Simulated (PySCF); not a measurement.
H₇FOSi₃, SMILES F[SiH2][SiH2]O[SiH3], singlet at its GFN2-xTB optimised geometry (Å):

```
12

F      3.0911    -1.4669     0.0000
Si     1.4704    -1.4669     0.0000
Si     0.8434     0.7384     0.0000
O     -0.7780     0.6832    -0.1057
Si    -2.2909     1.2565    -0.1697
H      1.1598    -2.2817    -1.1771
H      1.1614    -2.2740     1.1826
H      1.3089     1.5506    -1.1342
H      1.1621     1.5014     1.2166
H     -3.0911     0.0793    -0.4939
H     -2.6047     1.8135     1.1438
H     -2.3479     2.2817    -1.2091
```

Level of theory: B3LYP/def2-TZVP (PySCF).

Map of the electrostatic potential (hartree/e), clipped to [-0.08, 0.12] on the plane z = 1.0 Å:

```
|:::::::::::::::::::::::::::::|
|:::::::::::::::::::::::::::::|
|:::::::::::::::::::::::::::::|
|:::::::::::::::::::::::::::::|
|:::::::::::--::::::::::::::::|
|:::::::::------::::::::::::::|
|:::::::---------:::::::::::::|
|::-----====-------:::::::::::|
|:-----*@@#+==-===+=-:::::::::|
|:----+@@@@#+==+*@@@=-::::::::|
|:----+@@@@@+==#@@@@*=--::::::|
|:---=+@@@@@+=+@@@@@#=--::::::|
|::---=#@@@%+=*@@@@@%+=-::::::|
|:::--=+%@@*--*@@@@@%*=-::....|
|::::--=+*+=::+@@@@@%*=:......|
|:::::--===-::=#@@@@@#=:. ....|
|::::::-----:-=*%@@@@@=:    ..|
|::::::::-----=*@@@@@@+:    ..|
|:::::::::----=*@@@@@@+-    ..|
|::::::::::---=+%@@@@@=.    ..|
|::::::::::----=#@@@@+-.    ..|
|:::::::::::----=@@@+-:.   ...|
|::::::::::::::--=+=--:.......|
|:::::::::::::::::-::::.......|
|:::::::::::::::::::::::......|
|::::::::::::::::::::::::.....|
|:::::::::::::::::::::::::::::|
|:::::::::::::::::::::::::::::|
|:::::::::::::::::::::::::::::|
```
Scale: ten equal steps from -0.040 (start of ' ') to 0.120 (end of '@'), in the order ' .:-=+*#%@'; x runs from -5.50 to 5.50, y from -5.50 (bottom) to 5.50 (top).
